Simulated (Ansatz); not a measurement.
Basis sets compared for Si14H20, a nanocrystal cut from cubic silicon. The state is a singlet with charge 0. Geometry PBE-D4/def2-SVP. Ansatz on 2 threads of AMD EPYC 7R13 on a shared host and a share (18 GiB) of an NVIDIA H100 80GB HBM3; times are rough, and most runs start from earlier orbitals.

```tsv
atom	x (Å)	y (Å)	z (Å)
Si1	-0.2921	-2.6403	-2.3317
Si2	-1.2108	1.0232	3.1557
Si3	-2.2039	0.1083	-0.4387
Si4	0.7032	-1.7219	1.2706
Si5	3.0159	-0.7939	-1.6615
Si6	1.0961	1.9508	0.2303
Si7	0.1017	1.0456	-3.3736
Si8	-0.1004	-1.0431	3.3750
Si9	-1.0944	-1.9553	-0.2287
Si10	1.2091	-1.0225	-3.1564
Si11	-3.0166	0.7940	1.6598
Si12	0.2903	2.6407	2.3302
Si13	-0.7027	1.7185	-1.2679
Si14	2.2051	-0.1132	0.4395
H15	-1.4475	-2.8044	-3.2888
H16	0.4092	-3.9704	-2.2016
H17	-1.7293	1.4610	4.5061
H18	-3.3487	-0.0452	-1.4138
H19	1.4189	-3.0476	1.3919
H20	3.7395	-2.1115	-1.5264
H21	3.9907	0.2311	-2.1879
H22	2.0627	2.9758	-0.3173
H23	-1.0487	0.9134	-4.3416
H24	1.0565	2.0841	-3.9100
H25	-1.0518	-2.0817	3.9171
H26	1.0520	-0.9056	4.3398
H27	-2.0611	-2.9809	0.3175
H28	1.7271	-1.4599	-4.5071
H29	-3.9954	-0.2261	2.1881
H30	-3.7359	2.1135	1.5197
H31	-0.4130	3.9691	2.1930
H32	1.4423	2.8103	3.2902
H33	-1.4193	3.0443	-1.3848
H34	3.3510	0.0396	1.4133
```

Single mean-field runs in def2-TZVP are fitted with def2-universal-jkfit.

Binding counts from free atoms (Si triplet, H doublet) in the same basis, without a counterpoise term.

```
           level  functions  energy (Eh)  HOMO (eV)  LUMO (eV)  binding per atom (eV)  wall time
 PBE-D4/def2-SVP        352   -4061.7695      -6.34      -1.91                   3.25        8 s
PBE0-D4/def2-SVP        352   -4062.1887      -7.33      -1.25                   3.25        7 s
```

Problem. Estimate the rows for PBE-D4/def2-TZVP (with forces), PBE0-D4/def2-TZVP.

Solution. 
```csv
level,functions,energy (Eh),HOMO (eV),LUMO (eV),binding per atom (eV),wall time
PBE-D4/def2-TZVP (with forces),638,-4063.1685,-6.32,-2.06,3.25,7.5 s
PBE0-D4/def2-TZVP,638,-4063.5731,-7.28,-1.35,3.25,7.5 s
```
